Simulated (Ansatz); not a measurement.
The cluster Cs3I2⁺, relaxed as a singlet with RKS r2SCAN-D4/def2-SVP in Ansatz, starting from the GFN1-xTB geometry. Force threshold 0.02 eV/Å.

In the def2 sets Cs, I take a core potential; there is no spin–orbit coupling. The structure comes from a short search, and lower isomers may exist.

Start:

```xyz
5

Cs   -0.7449   -0.9483    2.4714
Cs   -1.9823    1.0610   -1.6669
Cs    2.6934   -0.1251   -0.7330
I     0.3924    2.2982    0.9645
I    -0.3586   -2.2858   -1.0359
```

```tsv
step	energy (eV)	largest force component (eV/Å)	SCF passes
1	-17857.3547	0.278	13
2	-17857.4852	0.129	15
3	-17857.4984	0.096	16
4	-17857.5101	0.013	16
```

Force components are those of the run's own axes.

End:

```xyz
5

Cs   -0.8090   -1.0467    2.7061
Cs   -2.0703    1.1502   -1.8536
Cs    2.8817   -0.1025   -0.8585
I     0.3319    2.0126    0.8806
I    -0.3342   -2.0137   -0.8747
```

By distances, no bond broke or formed. The bond that changes most is Cs1–I5, from 3.77 to 3.74 Å (atoms count from 1). The end is the same structure that another start reached, the lowest one found.

No frequencies were taken in this run, so the end may be a saddle point.

It took 16 s on 4 threads of Arm Neoverse V1 on a shared host.
